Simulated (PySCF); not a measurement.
## Sc (scandium, neutral): PBE calculation

Configuration: [Ar] 3d1 4s2, 2D determinant. All numbers are calculated (PySCF 2.14, no relativity, point nucleus, in 6-31G*).

- Total energy: -760.321 hartree
- One-electron energy: -1040.493 hartree
- Hartree (Coulomb) energy: 318.880 hartree
- Exchange-correlation energy: -38.708 hartree
- Kinetic energy: 759.53325 hartree
- ⟨S²⟩: 0.8343
- ⟨L²⟩: 6.277
- Sum of ⟨r⟩: 21.09 bohr
- Sum of ⟨r²⟩: 49.56 bohr²
- Traceless quadrupole moment −½Σ⟨3z² − r²⟩ along its main axis: 0.487 e·bohr²
- Density at the nucleus (Gaussians lack the cusp): 5810 bohr⁻³
- Spin density at the nucleus: 0.0554 bohr⁻³
- Langevin diamagnetic susceptibility: -39.3 ×10⁻⁶ cm³/mol
- Time after the integrals: 0.52 s of wall time on 1 thread of Intel(R) Xeon(R) 6975P-C (shared host)

```json
{"shell": "1s α", "electrons": "1", "mean orbital energy (hartree)": "-160.60130", "spread (hartree)": "0", "rms radius, mean of both spins (bohr)": "0.0852"}
{"shell": "1s β", "electrons": "1", "mean orbital energy (hartree)": "-160.60126", "spread (hartree)": "0", "rms radius, mean of both spins (bohr)": "0.0852"}
{"shell": "2s α", "electrons": "1", "mean orbital energy (hartree)": "-17.25016", "spread (hartree)": "0", "rms radius, mean of both spins (bohr)": "0.375"}
{"shell": "2s β", "electrons": "1", "mean orbital energy (hartree)": "-17.24317", "spread (hartree)": "0", "rms radius, mean of both spins (bohr)": "0.375"}
{"shell": "2p α", "electrons": "3", "mean orbital energy (hartree)": "-14.24385", "spread (hartree)": "0.01062", "rms radius, mean of both spins (bohr)": "0.342"}
{"shell": "2p β", "electrons": "3", "mean orbital energy (hartree)": "-14.23837", "spread (hartree)": "0.01677", "rms radius, mean of both spins (bohr)": "0.342"}
{"shell": "3s α", "electrons": "1", "mean orbital energy (hartree)": "-1.99855", "spread (hartree)": "0", "rms radius, mean of both spins (bohr)": "1.16"}
{"shell": "3s β", "electrons": "1", "mean orbital energy (hartree)": "-1.97206", "spread (hartree)": "0", "rms radius, mean of both spins (bohr)": "1.16"}
{"shell": "3p α", "electrons": "3", "mean orbital energy (hartree)": "-1.23309", "spread (hartree)": "0.01299", "rms radius, mean of both spins (bohr)": "1.28"}
{"shell": "3p β", "electrons": "3", "mean orbital energy (hartree)": "-1.20625", "spread (hartree)": "0.04302", "rms radius, mean of both spins (bohr)": "1.28"}
{"shell": "4s α", "electrons": "1", "mean orbital energy (hartree)": "-0.15079", "spread (hartree)": "0", "rms radius, mean of both spins (bohr)": "4.04"}
{"shell": "4s β", "electrons": "1", "mean orbital energy (hartree)": "-0.14371", "spread (hartree)": "0", "rms radius, mean of both spins (bohr)": "4.04"}
{"shell": "3d α", "electrons": "1", "mean orbital energy (hartree)": "-0.12482", "spread (hartree)": "0", "rms radius, mean of both spins (bohr)": "1.87"}
```

⟨S²⟩ = 0.83 against 0.75 shows spin contamination.
